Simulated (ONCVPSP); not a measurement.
**What one change does to a pseudopotential (Ga, ONCV)**

ONCVPSP 4.0.1 input, shortened (lines: element, Z, core and valence counts, functional; n l f; lmax; l rc ep ncon nbas qcut; lloc lpopt rc5 dvloc0; l nproj debl; icmod fcfact rcfact), BLYP, scalar-relativistic:

```
  Ga 31.00    4    4  -106131      upf
    1    0    2.00
    2    0    2.00
    2    1    6.00
    3    0    2.00
    3    1    6.00
    3    2   10.00
    4    0    2.00
    4    1    1.00
    3
    0    1.70    0.00    4    9    2.90
    1    1.20    0.00    4    9    9.80
    2    0.95    0.00    5    9   15.30
    3    1.85    0.04    4    8    7.00
    4    4    0.90    1.00
    0    2    1.60
    1    3    2.40
    2    2    2.70
    3    2    2.50
    2    0.20    1.15
```

Change: local potential polynomial inside 0.70 bohr (lpopt 5, dvloc0 6 Ha).

Cutoffs: the cutoffs (Ha) at which the residual kinetic energy of the hardest occupied pseudo-wave falls to 1 and 0.1 mHa per electron; they do not see the model core or the augmentation charge, which bear on the density cutoff. Errors are all-electron minus pseudo energies relative to the spin-unpolarised reference configuration.

Problem. What does the change do?

Solution. The potential gets neither clearly harder nor softer (107 Ha and 182 Ha → 107 Ha and 182 Ha); a bound ghost appears in s, which as a rule spoils a file; the lowest positive-energy flag moves from s at 40.0 eV to none; the errors of the 3 common tests hardly move. In the separable form a ghost depends on how the local part lies against the semilocal potential of the channel, so the choice of the local part can create or remove one.

| quantity | base | changed |
| --- | --- | --- |
| cutoff, loose | 107 Ha | 107 Ha |
| cutoff, tight | 182 Ha | 182 Ha |
| bound ghosts | none | s |
| GHOST(+) flags under 300 eV | s at 40.0 eV | none |
| tests with a reliable result | 3 of 4 | 3 of 4 |
| error for 3p6 3d10 4s2 4p0, meV [ΔE 5.67 eV] | -0.2 | -0.1 |
| error for 3p6 3d10 4s1 4p0, meV [ΔE 26.91 eV] | -4.9 | -5.2 |
| error for 3p6 3d10 4s2 4p0.5, meV [ΔE 2.01 eV] | -0.1 | -0.1 |
| s: phases at 1.73 bohr within 0.05 rad from the reference energy up to (Ha; the scan ends near 5) | to the end of the scan | n/a |
| p: phases at 1.22 bohr within 0.05 rad from the reference energy up to (Ha; the scan ends near 5) | to the end of the scan | to the end of the scan |
| d: phases at 0.97 bohr within 0.05 rad from the reference energy up to (Ha; the scan ends near 5) | to the end of the scan | to the end of the scan |
| f: phases at 1.88 bohr within 0.05 rad from the reference energy up to (Ha; the scan ends near 5) | to the end of the scan | to the end of the scan |
| rms error of d²Exc/dni dnj with the model core, mHa | 1.24 | 1.24 |

 A true bound ghost makes a file unfit for plane-wave use even where its test errors are small: the radial tests pick states by their node count and pass the ghost by.
